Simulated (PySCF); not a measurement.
# Electron correlation in Ne+ (neon, charge +1)

[He] 2s2 2p5, 2P determinant. Calculation: PySCF 2.14, in def2-TZVP (5s3p2d1f, 31 functions); the non-relativistic Hamiltonian (point nucleus). Frozen: 1s2; 7 electrons correlated.

MP2 pair energies summed by pair of shells (mhartree):

```csv
pair,energy,share (%)
2p-2p,-120.21,62.2
2s-2p,-63.47,32.8
2s-2s,-9.57,5.0
```

Total MP2 correlation energy: -193.25 mhartree.

Same-spin part -46.31 and opposite-spin part -146.94 mhartree; SCS-MP2 scales them by 1/3 and 6/5 to -191.76 mhartree.

```
  level  correlation energy (mhartree)
   CCSD                        -205.55
    (T)                          -2.24
CCSD(T)                        -207.79
```

Diagnostics: T1 = 0.0040, D1 = 0.0063, largest double amplitude 0.029.

Cost of the coupled-cluster step: 0.34 s of wall time on 1 thread of Neoverse-V2 (shared host), for 7 correlated electrons.

Iterations:

```
CC2 = 0
CCSD nocc = (np.int64(4), np.int64(3)), nmo = (30, 30)
frozen orbitals [[0], [0]]
max_cycle = 100
direct = 0
conv_tol = 1e-08
conv_tol_normt = 1e-06
diis_space = 8
diis_start_cycle = 0
Init t2, MP2 energy = -0.193248865975878
Init E_corr(UCCSD) = -0.19324886597913
cycle = 1  E_corr(UCCSD) = -0.20316277866456  dE = -0.00991391269  norm(t1,t2) = 0.0187629
cycle = 2  E_corr(UCCSD) = -0.204972754042622  dE = -0.00180997538  norm(t1,t2) = 0.00505858
cycle = 3  E_corr(UCCSD) = -0.205560720992273  dE = -0.00058796695  norm(t1,t2) = 0.00211835
cycle = 4  E_corr(UCCSD) = -0.205556568165149  dE = 4.15282712e-06  norm(t1,t2) = 0.000524725
cycle = 5  E_corr(UCCSD) = -0.205543497862547  dE = 1.30703026e-05  norm(t1,t2) = 0.000179719
cycle = 6  E_corr(UCCSD) = -0.205547203477341  dE = -3.70561479e-06  norm(t1,t2) = 2.27817e-05
cycle = 7  E_corr(UCCSD) = -0.20554687160002  dE = 3.31877321e-07  norm(t1,t2) = 3.83482e-06
cycle = 8  E_corr(UCCSD) = -0.205546851819554  dE = 1.97804663e-08  norm(t1,t2) = 5.90986e-07
cycle = 9  E_corr(UCCSD) = -0.205546860178597  dE = -8.35904324e-09  norm(t1,t2) = 1.22553e-07
UCCSD converged
E(UCCSD) = -128.024052124857  E_corr = -0.2055468601785973
UCCSD(T) correction = -0.00223742464445612
```
